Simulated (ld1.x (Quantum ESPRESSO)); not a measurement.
## fluorine RRKJ: all-electron and pseudo phase curves

- Element: fluorine (F)
- Generator: ld1.x (Quantum ESPRESSO) 7.5
- Type: norm-conserving RRKJ (Kleinman–Bylander form)
- Functional: revPBE
- Relativity: non-relativistic
- Frozen core: [He]
- Valence charge: 7
- Reference configuration: 2s2 2p5
- Partial waves: 2p (bound): rc 1.60 bohr; 2s (bound): rc 0.80 bohr
- Local potential: the s channel
- Core correction: none
- rho0: 0.001

The phase is arctan(r·u′/u) with u = r·R(r), unwrapped; energies in Ry, scanned from -4 to 5 Ry. A pole is an energy at which the radial function vanishes at the test radius. The pseudo phase is shifted by a multiple of π to meet the all-electron one at the reference energy, and phase errors are pseudo minus all-electron; the curves can meet again beyond the range given. Levels narrower than the energy grid can be missing from the lists of poles.

Q: For each channel, where are the poles, and over which energies does the pseudopotential scatter like the atom?

A:

```json
{"channel": "s", "radius (bohr)": "1.75", "reference energy (Ry)": "-2.19", "poles, all-electron": "-1.55", "poles, pseudo": "-1.55", "unbroken range about the reference energy with phases within 0.05 rad": "the whole range", "phase error 1 Ry above the reference energy (rad)": "-0.000"}
{"channel": "p", "radius (bohr)": "1.75", "reference energy (Ry)": "-0.81", "poles, all-electron": "-0.10", "poles, pseudo": "-0.09", "unbroken range about the reference energy with phases within 0.05 rad": "below 2.4", "phase error 1 Ry above the reference energy (rad)": "+0.006"}
```

Phases in the s channel:

```csv
E (Ry),all-electron,pseudo
-4.00,1.168,1.167
-3.52,1.072,1.072
-3.04,0.836,0.836
-2.56,-0.146,-0.147
-2.08,-1.280,-1.280
-1.60,-1.556,-1.556
-1.12,-1.668,-1.668
-0.64,-1.737,-1.737
-0.16,-1.791,-1.791
0.32,-1.841,-1.842
0.80,-1.894,-1.896
1.28,-1.957,-1.959
1.76,-2.036,-2.040
2.24,-2.146,-2.152
2.72,-2.310,-2.321
3.20,-2.571,-2.593
3.68,-2.979,-3.016
4.16,-3.475,-3.517
4.64,-3.876,-3.909
```
